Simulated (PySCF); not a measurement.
Species: C₄H₁₂GeN₂O.
SMILES with atom numbers: `[CH3:1][C:2](=[O:3])[NH:4][GeH2:5][N:6]([CH3:7])[CH3:8]` (hydrogens: H9, H10, H11 on C1; H12 on N4; H13, H14 on Ge5; H15, H16, H17 on C7; H18, H19, H20 on C8)

Cartesian coordinates in Å at the PBE0-D3(BJ)/def2-SVP level; atoms count from 1:
```xyz
20
C4H12GeN2O angstrom
C      3.3211   -0.0882   -0.6363
C      2.1464   -0.5161    0.2116
O      2.2709   -1.1986    1.2149
N      0.9138   -0.1044   -0.1908
Ge    -0.5564   -0.6464    0.8190
N     -1.9367    0.2276   -0.0130
C     -2.0165    1.6600    0.1164
C     -3.2078   -0.4145   -0.2213
H      4.2421   -0.4877   -0.1975
H      3.3835    1.0096   -0.6877
H      3.2127   -0.4658   -1.6649
H      0.8011    0.3918   -1.0673
H     -0.3337   -0.1888    2.2699
H     -0.8129   -2.1512    0.6733
H     -2.6265    1.9922    0.9838
H     -2.4680    2.1120   -0.7871
H     -1.0126    2.0988    0.2311
H     -3.6803   -0.0526   -1.1543
H     -3.0847   -1.5036   -0.3207
H     -3.9353   -0.2327    0.5986
```

The calculation used PBE0-D3(BJ)/def2-SVP geometry optimisation, gas phase (PySCF).

Take the most abundant isotopes and a rigid rotor. The values belong to one conformer with, in the numbering `[CH3:1][C:2](=[O:3])[NH:4][GeH2:5][N:6]([CH3:7])[CH3:8]`, C1–C2–N4–Ge5 179°, C2–N4–Ge5–N6 176°, N4–Ge5–N6–C7 -70°.

Task: What are A, B and C (cm⁻¹)?

Result: Ia = 152.78, Ib = 668.13, Ic = 749.25 u·Å²; 505379 MHz·u·Å²/I gives 3308, 756.4 and 674.5 MHz, that is A = 0.11034, B = 0.02523, C = 0.02250 cm⁻¹.

Task: Classify the top.

Result: A near-prolate asymmetric top. Ray's parameter κ = (2B − A − C)/(A − C) = -0.938; −1 is the prolate and +1 the oblate limit.

Task: What does the inertial defect say?

Result: Not planar: Δ = Ic − Ia − Ib = -71.65 u·Å². For a rigid frame Δ = −2 Σ m c², so Σ m c² = 35.83 u·Å² lies off the ab plane: 14.64 from hydrogen and 21.19 from heavier atoms. The atom farthest from that plane is 1.64 Å away.

Task: Give the other two planar moments, Paa and Pbb, and the rms extents of the mass along the axes.

Result: Paa = Σ m a² = (Ib + Ic − Ia)/2 = 632.30 and Pbb = Σ m b² = (Ia + Ic − Ib)/2 = 116.95 u·Å². With the mass M = 178.02 u, the rms extents √(P/M) along a, b and c are 1.88, 0.81, 0.45 Å.

Task: Where do the levels up to J = 3 lie, in MHz?

Result: Above 0(0,0):
J = 1: 1(0,1) 1431, 1(1,1) 3982, 1(1,0) 4064
J = 2: 2(0,2) 4291, 2(1,2) 6762, 2(1,1) 7008, 2(2,1) 14663, 2(2,0) 14665
J = 3: 3(0,3) 8576, 3(1,3) 10931, 3(1,2) 11422, 3(2,2) 18955, 3(2,1) 18965, 3(3,1) 31919, 3(3,0) 31919
The levels of one J sum to (2J + 1)J(J + 1)(A + B + C)/3.

Task: Predict some low-J microwave lines.

Result: The dipole components are |μa| = 1.68 D, |μb| = 2.89 D, |μc| = 0.94 D. The squared components, which scale the intensities, stand as 0.34 : 1.00 : 0.11 (a : b : c). Some lines, for components of 0.1 D or more:

```
type  branch         J(Ka,Kc)    MHz  lower level (cm⁻¹)
   a       Q  3(1,2) ← 3(1,3)    491               0.365
   c       Q  4(1,4) ← 4(0,4)   2207               0.476
   c       Q  1(1,1) ← 1(0,1)   2552               0.048
   a       R  2(1,1) ← 1(1,0)   2944               0.136
   b       Q  4(1,3) ← 4(0,4)   3026               0.476
   b       R  4(0,4) ← 3(1,3)   3349               0.365
   a       R  3(2,2) ← 2(2,1)   4293               0.489
   a       R  4(3,2) ← 3(3,1)   5727               1.065
   c       Q  4(2,3) ← 4(1,3)   7372               0.577
   b       Q  2(2,0) ← 2(1,1)   7657               0.234
   b       Q  2(2,1) ← 2(1,2)   7900               0.226
   c       R  2(2,0) ← 1(1,0)  10600               0.136
   c       R  2(2,1) ← 1(1,1)  10680               0.133
   b       R  3(2,2) ← 2(1,1)  11947               0.234
   c       R  3(2,1) ← 2(1,1)  11957               0.234
   b       Q  4(3,1) ← 4(2,2)  12940               0.824
   c       R  4(2,3) ← 3(1,3)  13747               0.365
   c       R  3(3,1) ← 2(2,1)  17256               0.489
   b       R  3(3,0) ← 2(2,1)  17256               0.489
   c       Q  4(4,1) ← 4(3,1)  18144               1.256
   c       R  4(3,1) ← 3(2,1)  18682               0.633
   c       R  4(4,1) ← 3(3,1)  23871               1.065
```

Not checked by PBE0-D3(BJ)/def2-SVP frequencies. No vibrational averaging or centrifugal distortion is included, and the geometry carries the error of its method. A rigid rotor knows nothing of internal rotation, which can split or shift real lines. Quadrupole hyperfine structure (14N) is left out.
